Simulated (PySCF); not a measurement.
# Vibration and rotation of HgTe⁺

UHF constants of HgTe⁺, ⁴Σ⁻ (quartet), unpaired electrons σ ↑, π ↑↑ (basis Hg def2-SVP with ECP60, Te def2-SVP with ECP28; scalar-relativistic core potentials; PySCF 2.14; masses 201.9706 and 129.9062 u):

```
ωe              : 78.8 cm⁻¹
ωexe            : 0.265 cm⁻¹
Be              : 0.020957 cm⁻¹
αe              : 8.63e-05 cm⁻¹
D (centrifugal) : 5.92e-09 cm⁻¹
De to Hg + Te⁺  : 0.52 eV
```

Question: Give the vibrational terms G(v) and spacings up to v = 6.

Answer: G(v) = ωe(v+½) − ωexe(v+½)².

```
v  G(v) (cm⁻¹)  G(v) − G(v−1)  Bv (cm⁻¹)
0         39.3                   0.02091
1        117.6           78.3    0.02083
2        195.3           77.7    0.02074
3        272.6           77.2    0.02065
4        349.2           76.7    0.02057
5        425.4           76.1    0.02048
6        501.0           75.6    0.02040
```

Question: How well does the Morse estimate ωe²/(4ωexe) reproduce De, and what is D0?

Answer: It gives 0.73 eV, 140 % of the computed De. D0 = De − G(0) = 0.52 − 0.00 = 0.52 eV.

Spin–orbit coupling is left out, which matters for elements this heavy, above all for dissociation energies. For an ion De counts to the pair picked by the measured ionisation energies or electron affinities, which need not be the lowest pair at this level. Hartree–Fock leaves out correlation, which carries a large part of most bond energies and some tenths to 1 eV of ionisation energies. The state is the lowest determinant that a PBE0 search found; another state may lie lower at other levels.
